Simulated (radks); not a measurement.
Task: Valence configurations of Pd I (all share [Kr]). Method: Dirac Kohn-Sham, BLYP, spin-unpolarised, spherical densities, finite nucleus; open shells are shared between the two j in proportion to 2j + 1; Fermi nuclear charge, rms radius 4.5318 fm; computed with a radial shooting solver on a logarithmic mesh with Libxc functionals. Order these by energy: 4d8 5s1 5p1; 4d8.5 5p1.5; 4d7.5 5s1 5p1.5; 4d6.5 5p3.5; 4d9 5s1; 4d7.5 5p2.5; 4d9 5p1; 4d8 5s2; 4d9.5 5p0.5; 4d10.

Result: From the lowest, in eV above it: 4d10 0.000; 4d9 5s1 1.366; 4d9.5 5p0.5 2.177; 4d8 5s2 4.499; 4d9 5p1 5.131; 4d8 5s1 5p1 8.815; 4d8.5 5p1.5 8.884; 4d7.5 5s1 5p1.5 13.834; 4d7.5 5p2.5 18.870; 4d6.5 5p3.5 32.280. NIST lists [Kr] 4d10 as the ground configuration; this level of theory agrees among the configurations tried. The energies are those of spherical spin-averaged densities, not of single terms.
